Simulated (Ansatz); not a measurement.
Consider the redistribution: `[OH][SbH][CH2][SiH3]` + `N=C[SiH2]N` → `N[SiH2][SbH][OH]` + `N=CC[SiH3]`.

Isolated molecules relaxed with PBE0-D4/def2-TZVP in Ansatz; ΔE leaves out vibrations. CBS: MP2 limit from def2 TZ/QZ plus the TZ coupled-cluster correction, frozen cores. DFT in def2-TZVPP. def2 core potentials past Kr. For Sb outer-core shells are correlated without core-valence functions, which leaves a few kJ/mol of doubt a bond. One conformer a species, not always the lowest.

```
             level  ΔE (kJ/mol)
           PBE0-D4        -25.6
           ωB97M-V        -12.3
              PBE0        -27.4
SCS-MP2/def2-TZVPP         -6.2
```

(1) What does CCSD(T)/CBS give? (Estimate.)

Largest T1 diagnostic among the species: 0.014.

## Answers

(1) Computed: -11.1 kJ/mol. The listed levels differ from it by -14.5, -1.2, -16.3, 4.9 kJ/mol.

In def2-TZVPP, CCSD(T) changes the Hartree–Fock value by +9.4 kJ/mol (the triples alone add +1.3 kJ/mol) and MP2 by +9.7 kJ/mol. The D4 term adds +3.5 kJ/mol with B3LYP and +1.7 kJ/mol with PBE0; it sums over pairs of atoms, weighted by their polarisabilities, and B3LYP, whose exchange is more repulsive, gets the larger term.

B3LYP here is the variant with VWN-RPA as its local correlation; programs differ in this.
